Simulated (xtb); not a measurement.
F$_{2}$OS, triplet, geometry from GFN2-xTB (a higher spin typed on purpose: for a closed-shell molecule this is an excited state). Base run: GFN2-xTB (xtb).

Input for xtb:
```
$ xtb mol.xyz --gfn 2 --uhf 2 --json

# file mol.xyz
4

O      1.21599968    -0.69297283     0.21713150
S     -0.02029261     0.01156434    -0.00362349
F      0.34782053     1.74261021    -0.35541844
F     -1.39263337    -1.14719318     0.16885442
```

The base run was repeated with changes; each row names its change, and settings that it needs were set with it.

```json
[
 {"change": "base", "ΔE vs base (kcal/mol)": "0.000", "dipole (D)": "0.99", "SCF cycles": "11"},
 {"change": "gbsa = thf", "ΔE vs base (kcal/mol)": "-2.03", "dipole (D)": "1.08", "SCF cycles": "10"},
 {"change": "acc = 1000", "ΔE vs base (kcal/mol)": "0.001", "dipole (D)": "0.98", "SCF cycles": "5"},
 {"change": "acc = 0.1", "ΔE vs base (kcal/mol)": "0.000", "dipole (D)": "0.99", "SCF cycles": "12"},
 {"change": "etemp = 3000", "ΔE vs base (kcal/mol)": "-2.30", "dipole (D)": "0.82", "SCF cycles": "10"},
 {"change": "etemp = 10000", "ΔE vs base (kcal/mol)": "-37.26", "dipole (D)": "0.58", "SCF cycles": "10"}
]
```

ALPB and GBSA are two models with their own fitted parameters for each solvent, which aren't always the measured dielectric constant.
